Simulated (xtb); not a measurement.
C₅H₇O (SMILES O=C1[CH]CCC1), doublet, from a rough starting geometry; GFN2-xTB in xtb 6.7.1.

The xtb input:
```
$ xtb mol.xyz --gfn 2 --uhf 1 --opt vtight --json

# file mol.xyz
13

O     -2.24825562    -0.96083358     0.94617183
C     -1.16876641    -0.56798347     0.52890009
C      0.07557419    -1.19662046     0.64486754
C      1.15668845    -0.43158978    -0.01347543
C      0.51434499     0.88121277    -0.42709598
C     -0.98311151     0.77030065    -0.18762259
H      0.22664008    -2.21277165     1.05838437
H      1.95788086    -0.30586237     0.63313617
H      1.50508853    -1.04775944    -0.90113001
H      1.02861267     1.69608237     0.05424945
H      0.74106021     1.01967759    -1.53412282
H     -1.55615482     0.79049306    -1.10659816
H     -1.30247463     1.56858478     0.42326245
```

The log (banner, timings and long lists left out):

```
   ID    Z sym.   atoms
    1    8 O      1
    2    6 C      2-6
    3    1 H      7-13

           -------------------------------------------------
          |                Calculation Setup                |
           -------------------------------------------------

           -------------------------------------------------
          |                 G F N 2 - x T B                 |
           -------------------------------------------------

          ...................................................
          :                      SETUP                      :
          :.................................................:
          :  # basis functions                  31          :
          :  # atomic orbitals                  31          :
          :  # shells                           19          :
          :  # electrons                        33          :
          :  max. iterations                   250          :
          :  Hamiltonian                  GFN2-xTB          :
          :  restarted?                      false          :
          :  GBSA solvation                  false          :
          :  PC potential                    false          :
          :  electronic temp.          300.0000000     K    :
          :  accuracy                    1.0000000          :
          :  -> integral cutoff          0.2500000E+02      :
          :  -> integral neglect         0.1000000E-07      :
          :  -> SCF convergence          0.1000000E-05 Eh   :
          :  -> wf. convergence          0.1000000E-03 e    :
          :  Broyden damping             0.4000000          :
          :  net charge                          0          :
          :  unpaired electrons                  1          :
          ...................................................

 iter      E             dE          RMSdq      gap      omega  full diag
   1    -18.4708545 -0.184709E+02  0.400E+00    4.90       0.0  T
   2    -18.5097293 -0.388748E-01  0.199E+00    4.78       1.0  T
   3    -18.5124069 -0.267765E-02  0.131E+00    4.77       1.0  T
   4    -18.5158704 -0.346344E-02  0.180E-01    4.78       1.0  T
   5    -18.5161717 -0.301275E-03  0.911E-02    4.75       1.0  T
   6    -18.5161947 -0.230687E-04  0.455E-02    4.76       1.0  T
   7    -18.5161970 -0.225487E-05  0.146E-02    4.75       1.9  T
   8    -18.5161978 -0.850835E-06  0.379E-03    4.76       7.3  T
   9    -18.5161978 -0.167717E-07  0.174E-03    4.76      15.9  T
  10    -18.5161979 -0.169574E-07  0.507E-04    4.76      54.7  T
  11    -18.5161979 -0.153606E-08  0.165E-04    4.76     168.2  T

   *** convergence criteria satisfied after 11 iterations ***

         :::::::::::::::::::::::::::::::::::::::::::::::::::::
         ::                     SUMMARY                     ::
         :::::::::::::::::::::::::::::::::::::::::::::::::::::
         :: total energy             -18.268726950325 Eh    ::
         :: gradient norm              0.097705431481 Eh/a0 ::
         :: HOMO-LUMO gap              4.756885909528 eV    ::
         ::.................................................::
         :: SCC energy               -18.516189304579 Eh    ::
         :: -> isotropic ES            0.030745440269 Eh    ::
         :: -> anisotropic ES          0.001485510811 Eh    ::
         :: -> anisotropic XC          0.007482299634 Eh    ::
         :: -> dispersion             -0.007431410416 Eh    ::
         :: repulsion energy           0.247462354254 Eh    ::
         :: add. restraining           0.000000000000 Eh    ::
         :: total charge              -0.000000000000 e     ::
         :::::::::::::::::::::::::::::::::::::::::::::::::::::

      -----------------------------------------------------------
     |                   =====================                   |
     |                        A N C O P T                        |
     |                   =====================                   |
     |               Approximate Normal Coordinate               |
     |                Rational Function Optimizer                |
      -----------------------------------------------------------
      -----------------------------------------------------------
     |                   =====================                   |
     |                        A N C O P T                        |
     |                   =====================                   |
     |               Approximate Normal Coordinate               |
     |                Rational Function Optimizer                |
      -----------------------------------------------------------

          ...................................................
          :                      SETUP                      :
          :.................................................:
          :   optimization level         verytight          :
          :   max. optcycles                   260          :
          :   ANC micro-cycles                  20          :
          :   degrees of freedom                33          :
          :.................................................:
          :   RF solver                   davidson          :
          :   write xtbopt.log                true          :
          :   linear?                        false          :
          :   energy convergence         0.1000000E-06 Eh   :
          :   grad. convergence          0.2000000E-03 Eh/α :
          :   maxmium RF displ.          1.0000000          :
          :   Hlow (freq-cutoff)         0.1000000E-01      :
          :   Hmax (freq-cutoff)         5.0000000          :
          :   S6 in model hess.         20.0000000          :
          ...................................................

generating ANC from exact Hessian ...
Using Lindh-Hessian (1995)
 Shifting diagonal of input Hessian by    0.0000000000000000
 Lowest  eigenvalues of input Hessian
    0.000000    0.000000    0.000000    0.000000    0.000000    0.000000
[...]
 * total energy  :   -18.2775805 Eh     change       -0.6504964E-04 Eh
 * total energy  :   -18.2776457 Eh     change       -0.6526524E-04 Eh
 * total energy  :   -18.2777101 Eh     change       -0.6435426E-04 Eh
 * total energy  :   -18.2777731 Eh     change       -0.6302133E-04 Eh
 * total energy  :   -18.2778091 Eh     change       -0.3594668E-04 Eh
 * total energy  :   -18.2778238 Eh     change       -0.1474339E-04 Eh
 * total energy  :   -18.2778315 Eh     change       -0.7697549E-05 Eh
 * total energy  :   -18.2778350 Eh     change       -0.3531925E-05 Eh
 * total energy  :   -18.2778359 Eh     change       -0.8807049E-06 Eh
 * total energy  :   -18.2778372 Eh     change       -0.1284205E-05 Eh
 * total energy  :   -18.2778375 Eh     change       -0.2907180E-06 Eh
 * total energy  :   -18.2778376 Eh     change       -0.8023643E-07 Eh
   *** GEOMETRY OPTIMIZATION CONVERGED AFTER 24 ITERATIONS ***
         :: total energy             -18.277837577002 Eh    ::
[...]
         :: -> dispersion             -0.007446067938 Eh    ::
         :: repulsion energy           0.237996216809 Eh    ::
         :: add. restraining           0.000000000000 Eh    ::
         :: total charge               0.000000000000 e     ::
         :::::::::::::::::::::::::::::::::::::::::::::::::::::

           -------------------------------------------------
          |                Property Printout                |
           -------------------------------------------------

    * Orbital Energies and Occupations

         #    Occupation            Energy/Eh            Energy/eV
      -------------------------------------------------------------
         1        2.0000           -0.6917142             -18.8225
       ...           ...                  ...                  ...
         5        2.0000           -0.5858502             -15.9418
         6        2.0000           -0.5628372             -15.3156
         7        2.0000           -0.5475648             -14.9000
         8        2.0000           -0.5405699             -14.7097
         9        2.0000           -0.5132299             -13.9657
        10        2.0000           -0.5059750             -13.7683
        11        2.0000           -0.4923614             -13.3978
        12        2.0000           -0.4802581             -13.0685
        13        2.0000           -0.4709237             -12.8145
        14        2.0000           -0.4671632             -12.7122
        15        2.0000           -0.4461207             -12.1396
        16        2.0000           -0.3872385             -10.5373
        17        1.0000           -0.3634362              -9.8896 (HOMO)
        18                         -0.1956831              -5.3248 (LUMO)
        19                          0.0545899               1.4855
        20                          0.0770649               2.0970
        21                          0.0977566               2.6601
        22                          0.1102371               2.9997
        23                          0.1261199               3.4319
        24                          0.1390100               3.7827
        25                          0.1800576               4.8996
        26                          0.2088205               5.6823
        27                          0.2405074               6.5445
        28                          0.2940568               8.0017
       ...                                ...                  ...
        31                          0.6434618              17.5095
      -------------------------------------------------------------
                  HL-Gap            0.1677531 Eh            4.5648 eV
             Fermi-level           -0.3274485 Eh           -8.9103 eV

     #   Z          covCN         q      C6AA      α(0)
     1   8 O        0.857    -0.388    21.436     6.207
     2   6 C        2.839     0.220    23.365     7.922
     3   6 C        2.929    -0.042    29.046     8.838
     4   6 C        3.827    -0.058    21.598     6.613
     5   6 C        3.831    -0.062    21.671     6.623
     6   6 C        3.832    -0.089    22.172     6.700
     7   1 H        0.926     0.064     2.147     2.291
     8   1 H        0.924     0.066     2.131     2.283
     9   1 H        0.923     0.078     1.995     2.209
    10   1 H        0.924     0.047     2.363     2.404
    11   1 H        0.925     0.042     2.423     2.434
    12   1 H        0.924     0.060     2.198     2.318
    13   1 H        0.925     0.061     2.184     2.311

 Mol. C6AA /au·bohr⁶  :       1533.609712
 Mol. C8AA /au·bohr⁸  :      34906.632595
 Mol. α(0) /au        :         59.153305

Wiberg/Mayer (AO) data.
largest (>0.10) Wiberg bond orders for each atom

 ---------------------------------------------------------------------------
     #   Z sym  total        # sym  WBO       # sym  WBO       # sym  WBO
 ---------------------------------------------------------------------------
     1   8 O    2.003 --     2 C    1.688     3 C    0.173
     2   6 C    3.951 --     1 O    1.688     3 C    1.246     6 C    0.967
     3   6 C    3.616 --     2 C    1.246     4 C    1.109     7 H    0.969
                             1 O    0.173
     4   6 C    3.997 --     3 C    1.109     5 C    0.995     8 H    0.943
                             9 H    0.914
     5   6 C    3.996 --     6 C    1.010     4 C    0.995    11 H    0.981
                            10 H    0.977
     6   6 C    3.996 --     5 C    1.010     2 C    0.967    13 H    0.965
                            12 H    0.954
     7   1 H    0.996 --     3 C    0.969
     8   1 H    0.995 --     4 C    0.943
     9   1 H    0.991 --     4 C    0.914
    10   1 H    0.998 --     5 C    0.977
    11   1 H    0.998 --     5 C    0.981
    12   1 H    0.996 --     6 C    0.954
    13   1 H    0.996 --     6 C    0.965
 ---------------------------------------------------------------------------

Topologies differ in total number of bonds
Writing topology from bond orders to xtbtopo.mol

molecular dipole:
                 x           y           z       tot (Debye)
 q only:        1.403       0.344      -0.687
   full:        1.613       0.351      -0.794       4.656
molecular quadrupole (traceless):
                xx          xy          yy          xz          yz          zz
 q only:       -4.141      -4.295       3.273       4.488       1.152       0.868
  q+dip:       -5.721      -5.540       4.061       5.842       1.530       1.660
   full:       -5.924      -5.186       4.010       6.039       2.103       1.914

optimized geometry written to: xtbopt.xyz

           -------------------------------------------------
          | TOTAL ENERGY              -18.277837577002 Eh   |
          | GRADIENT NORM               0.000084231879 Eh/α |
          | HOMO-LUMO GAP               4.564793534707 eV   |
           -------------------------------------------------

normal termination of xtb
```
